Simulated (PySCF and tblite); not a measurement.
C5H9FO, numbered as in [F:1][C@H:2]1[CH2:3][CH2:4][CH2:5][CH2:6][O:7]1.

Geometries PBE0-D3(BJ)/def2-SVP; weights from PBE0-D3(BJ)/def2-TZVP energies and GFN2-xTB thermal corrections, with symmetry numbers and mirror pairs. Conformers within 4 kcal/mol (GFN2-xTB free energy) were kept, 7 at most. Couplings: B3LYP/pcSseg-1 with pcJ-1 on H, F (gas phase; spin-dipole term only for pairs with B, N, F, Si or P). Couplings are for ¹⁹F, ¹H. Of two unlike H on one atom, a is the less shielded (PBE0/pcSseg-1). (PySCF 2.14, tblite 0.8.)

The 6-ring runs over atoms 2–3–4–5–6–7.

```tsv
conformer	shape	weight %
1	6-ring chair (F1 axial)	97.0
2	6-ring chair (all substituents equatorial)	2.7
3	6-ring twist-boat (ring torsions -61, 29, 32, -69, 35, 29°)	0.2
4	6-ring twist-boat (ring torsions 26, 29, -60, 29, 31, -61°)	0.1
5	6-ring twist-boat (ring torsions -30, 62, -35, -26, 61, -29°)	0.1
```

Dihedral angles along the coupling paths:

```
  coupling  conformer  dihedral (°)
³J(F1,H3b)          1          -171
³J(F1,H3b)          2           -62
³J(F1,H3b)          3           -85
³J(F1,H3b)          5          -145
³J(F1,H3a)          1           -55
³J(F1,H3a)          2            54
³J(F1,H3a)          3            31
³J(F1,H3a)          5           -29
³J(H2,H3b)          1           -53
³J(H2,H3b)          2            57
³J(H2,H3b)          3            33
³J(H2,H3b)          5           -27
³J(H2,H3a)          1            63
³J(H2,H3a)          2           174
```

Task: What are these vicinal couplings in each conformer, and averaged?

Result: 
| coupling | conformer | dihedral (°) | J (Hz) | average (Hz) |
| --- | --- | --- | --- | --- |
| ³J(F1,H3b) | 1 | -171 | 36.2 | 35.2 |
| ³J(F1,H3b) | 2 | -62 | 1.1 | 35.2 |
| ³J(F1,H3b) | 3 | -85 | 0.0 | 35.2 |
| ³J(F1,H3b) | 5 | -145 | 37.6 | 35.2 |
| ³J(F1,H3a) | 1 | -55 | 3.8 | 4.0 |
| ³J(F1,H3a) | 2 | 54 | 11.7 | 4.0 |
| ³J(F1,H3a) | 3 | 31 | 25.0 | 4.0 |
| ³J(F1,H3a) | 5 | -29 | 19.7 | 4.0 |
| ³J(H2,H3b) | 1 | -53 | 2.7 | 2.7 |
| ³J(H2,H3b) | 2 | 57 | 2.6 | 2.7 |
| ³J(H2,H3b) | 3 | 33 | 7.7 | 2.7 |
| ³J(H2,H3b) | 5 | -27 | 7.0 | 2.7 |
| ³J(H2,H3a) | 1 | 63 | 2.0 | 2.2 |
| ³J(H2,H3a) | 2 | 174 | 9.5 | 2.2 |

Computed couplings to fluorine can be off by tens of per cent at such levels.
